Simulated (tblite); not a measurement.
Compound: C3H13GeNSi.
SMILES with atom numbers: `[CH3:1][SiH2:2][NH:3][GeH:4]([CH3:5])[CH3:6]` (hydrogens: H7, H8, H9 on C1; H10, H11 on Si2; H12 on N3; H13 on Ge4; H14, H15, H16 on C5; H17, H18, H19 on C6)

Computed with GFN2-xTB (tblite), gas phase: L-BFGS steps from a force-field or distance-geometry start until the largest atomic force falls under 0.01 eV/Å.

Step 32: E = -534.3909 eV
```
atom  x, y, z in Å  |  force x, y, z in eV/Å
C1      3.0484    0.0200   -0.2829    0.010  -0.002   0.006
Si2     1.5262   -0.7882    0.5151    0.008  -0.038   0.014
N3      0.2354   -0.8590   -0.6284    0.016  -0.010  -0.008
Ge4    -1.3901   -0.0258   -0.6032    0.002   0.049  -0.034
C5     -2.5386   -0.8143    0.7970   -0.010  -0.007   0.029
C6     -1.0790    1.9011   -0.2736   -0.002   0.019   0.008
H7      3.8369    0.1627    0.4487    0.019   0.010  -0.003
H8      2.8110    0.9889   -0.7139    0.014   0.002   0.013
H9      3.4503   -0.6013   -1.0783    0.005   0.007  -0.004
H10     1.0760   -0.0034    1.6720   -0.019  -0.010  -0.043
H11     1.8584   -2.1595    0.9369   -0.007   0.010   0.015
H12     0.4163   -1.4405   -1.4295   -0.017  -0.012  -0.017
H13    -1.9616   -0.2972   -1.9852   -0.001   0.000   0.002
H14    -2.6784   -1.8805    0.6471    0.009  -0.005  -0.010
H15    -2.0769   -0.6667    1.7692    0.000  -0.004   0.026
H16    -3.5156   -0.3392    0.8061   -0.003  -0.001   0.007
H17    -1.0070    2.4684   -1.1982    0.002  -0.035   0.019
H18    -0.1431    2.0148    0.2678   -0.041   0.025   0.003
H19    -1.8785    2.3288    0.3258    0.015   0.003  -0.024
```

Step 33: E = -534.3915 eV
```
atom  x, y, z in Å  |  force x, y, z in eV/Å
C1      3.0506    0.0195   -0.2818   -0.006  -0.005   0.007
Si2     1.5257   -0.7891    0.5134    0.028  -0.041   0.037
N3      0.2348   -0.8582   -0.6304    0.041  -0.017  -0.002
Ge4    -1.3898   -0.0251   -0.6028   -0.014   0.074  -0.036
C5     -2.5370   -0.8149    0.7980   -0.015  -0.011   0.036
C6     -1.0795    1.9033   -0.2744   -0.004   0.014   0.006
H7      3.8400    0.1628    0.4493    0.004  -0.004  -0.011
H8      2.8127    0.9888   -0.7116    0.013   0.002   0.011
H9      3.4509   -0.6011   -1.0790    0.010   0.011   0.005
H10     1.0747   -0.0045    1.6709   -0.015  -0.015  -0.053
H11     1.8573   -2.1616    0.9374   -0.013   0.032   0.003
H12     0.4142   -1.4444   -1.4283   -0.023  -0.010  -0.022
H13    -1.9643   -0.2941   -1.9853    0.006  -0.001   0.016
H14    -2.6753   -1.8809    0.6459    0.006  -0.010  -0.011
H15    -2.0775   -0.6694    1.7715    0.012   0.000   0.021
H16    -3.5148   -0.3417    0.8088   -0.006   0.002  -0.001
H17    -1.0060    2.4678   -1.2009    0.006  -0.038   0.031
H18    -0.1453    2.0196    0.2700   -0.048   0.021  -0.006
H19    -1.8812    2.3323    0.3218    0.019  -0.004  -0.030
```

Problem. Estimate the geometry and energy of step 34. (The exact step hangs on the optimiser's Hessian estimate; all steps are aligned on step 33, rigid shifts and turns removed.)

Solution. E = -534.3923 eV, largest force 0.081 eV/Å
```
atom  x, y, z in Å  |  force x, y, z in eV/Å
C1      3.0540    0.0183   -0.2799   -0.024  -0.007   0.007
Si2     1.5253   -0.7908    0.5113    0.046  -0.032   0.045
N3      0.2345   -0.8569   -0.6336    0.059  -0.014   0.009
Ge4    -1.3896   -0.0224   -0.6025   -0.026   0.074  -0.019
C5     -2.5345   -0.8164    0.8000   -0.013  -0.010   0.031
C6     -1.0807    1.9072   -0.2759   -0.008   0.002   0.003
H7      3.8448    0.1625    0.4502   -0.016  -0.023  -0.018
H8      2.8156    0.9886   -0.7075    0.010   0.002   0.007
H9      3.4523   -0.6006   -1.0797    0.014   0.016   0.018
H10     1.0727   -0.0066    1.6691   -0.011  -0.017  -0.059
H11     1.8549   -2.1640    0.9374   -0.017   0.045  -0.007
H12     0.4103   -1.4515   -1.4261   -0.030  -0.006  -0.026
H13    -1.9688   -0.2886   -1.9848    0.012  -0.002   0.029
H14    -2.6699   -1.8822    0.6436    0.003  -0.011  -0.009
H15    -2.0776   -0.6741    1.7754    0.024   0.003   0.008
H16    -3.5136   -0.3461    0.8132   -0.008   0.004  -0.011
H17    -1.0042    2.4669   -1.2050    0.012  -0.031   0.031
H18    -0.1498    2.0276    0.2731   -0.043   0.015  -0.011
H19    -1.8856    2.3383    0.3142    0.013  -0.007  -0.028
```

The energy changes by -0.0008 eV. The first-order estimate −F·Δx gives -0.0011 eV and the mean of the old and new forces, exact on a quadratic surface, -0.0008 eV. The step makes an angle of 75° with the force vector and moves no atom by more than 0.011 Å.

The cost below is that of the whole relaxation. Time: 1.8 s of wall time. Hardware: an Arm Neoverse V1 with one thread (shared host).
